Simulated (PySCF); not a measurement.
# One molecule, several mistakes: H4NO2Si cation

Calculated results; nothing here was measured. They come from PySCF 2.14.0, an open-source quantum chemistry program, on an isolated molecule that a program drew, which may never have been made. The molecule is H4NO2Si cation (charge +1, singlet), drawn as the SMILES string `N[Si+](O)O`.

Each row is a Hartree-Fock (HF) and frozen-core CCSD(T) single point in the cc-pV(D+d)Z basis, meant for a local HF minimum. Run 1 is clean. Each other run has one planted mistake out of seven kinds, and not every kind appears here: one electron removed, one electron added, multiplicity raised by two, geometry at a saddle point, minimal basis STO-3G, one bond length entered in bohr, all coordinates scaled. The reference is restricted for singlets and unrestricted otherwise, and also for a bond in bohr. Adding or removing an electron swaps singlet and doublet. Electrons count all cores. HOMO and LUMO are orbital energies over both spins, the gradient is its largest component, and the lowest frequency (negative if imaginary) is given only where the gradient is small. Bond lengths are over the 7 bonds as drawn. T1 is the CCSD diagnostic: over 0.02 (restricted) or 0.045 (unrestricted) a single reference is doubtful.

Geometry of the clean run:
```xyz
8
H4NO2Si cation, angstrom
N    -0.2327    0.5460   -1.9062
Si    0.5161    1.9553   -1.6333
O     1.9955    2.0882   -2.1164
O    -0.2991    3.0729   -0.9081
H    -1.1831    0.3683   -1.6311
H     0.2103   -0.2304   -2.3661
H     2.6284    2.7946   -2.0740
H    -0.0853    3.9586   -0.6411
```

| run | electrons | basis functions | <S^2> | HOMO (eV) | LUMO (eV) | gradient (hartree/bohr) | lowest frequency (cm^-1) | mean bond (Å) | longest bond (Å) | T1 | HF (hartree) | CCSD(T) (hartree) | mistake |
|---|---|---|---|---|---|---|---|---|---|---|---|---|---|
| 1 | 40 | 85 | 0.000 | -17.93 | -2.22 | 3.7e-05 | 291 | 1.2360 | 1.619 | 0.0126 | -495.33072 | -495.98547 | no fault |
| 2 | 40 | 85 | 2.011 | -10.46 | -6.86 | 2.0e-01 | - | 1.2360 | 1.619 | 0.0824 | -495.10345 | -495.73798 | multiplicity raised by two |
| 3 | 40 | 28 | 0.000 | -15.85 | 1.03 | 3.8e-02 | - | 1.2360 | 1.619 | 0.0180 | -489.21467 | -489.41247 | minimal basis STO-3G |
| 4 | 40 | 85 | 0.981 | -16.90 | -5.03 | 1.4e-02 | - | 1.4346 | 2.952 | 0.0172 | -495.18054 | -495.79630 | ? |

**Which mistake was planted in run 4, and what did it cost?**

The mean bond changes by a factor of 1.161 and the longest by 1.823, so the molecule wasn't scaled as a whole. A length L in bohr read as angstrom grows by (1/0.5292 - 1) L = 0.890 L. The 7 bonds together grew by 7 x 0.1986 = 1.390 Å, which gives L = 1.563 Å. That is the length of one of the O-Si bonds, 1.562 Å in the clean geometry. So the mistake is: one bond length entered in bohr. Subtracting run 1 and multiplying by 627.51 kcal/mol a hartree, the energy moved by 94.2 kcal/mol in HF and 118.7 kcal/mol in CCSD(T).

Cautions from the logs. Run 2: T1 is over the limit, so its CCSD(T) energy is less reliable.
